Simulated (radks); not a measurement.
The numbers below are computed, except where a source is named.
Problem. Radial electron density D(r) = 4 pi r^2 rho(r) of an atom or ion with 5 electrons. Code: a radial shooting solver on a logarithmic mesh with Libxc functionals. Model: Dirac Kohn-Sham, LDA (Slater exchange, Perdew-Zunger correlation), spin-unpolarised, spherical densities, point nucleus.

r (bohr)  D(r) (e/bohr)
0.008852         0.2720
0.009981         0.3395
0.01116          0.4166
0.01259          0.5174
0.01408          0.6319
0.01587          0.7802
0.01775          0.9469
0.01986           1.145
0.02239           1.397
0.02504           1.675
0.02824           2.023
0.03158           2.399
0.03561           2.859
0.03983           3.343
0.04491           3.919
0.05023           4.504
0.05618           5.125
0.06335           5.814
0.07085           6.457
0.07989           7.115
0.08936           7.665
0.1007            8.143
0.1127            8.445
0.1271            8.573
0.1421            8.480
0.159             8.168
0.1792            7.596
0.2005            6.870
0.226             5.947
0.2528            5.029
0.285             4.083
0.3188            3.326
0.3595            2.731
0.4021            2.420
0.4497            2.345
0.5071            2.480
0.5672            2.729
0.6395            3.016
0.7153            3.204
0.8064            3.236
0.902             3.070
1.017             2.696
1.138             2.215
1.272             1.683
1.435             1.141
1.605            0.7208
1.809            0.3934
2.024            0.1989
2.282           0.08349
2.552           0.03222
2.877          0.009823
3.218          0.002728
3.6           0.0006309
4.059         0.0001050

What is the nuclear charge?

Solution. Z = 8. The innermost maximum, from 1s, lies near gamma/Z bohr with gamma = sqrt(1 - (Z/c)^2) = 0.998, here 0.125 bohr (found: 0.128), and its height grows with Z. The density is that of the oxygen ion O3+ in [He] 2s2 2p1; the configuration itself is not fixed sharply by these data. D(r) has 2 maxima, at r = 0.128, 0.775 bohr, and minima at 0.443 bohr, inside which lie 2.14 electrons.
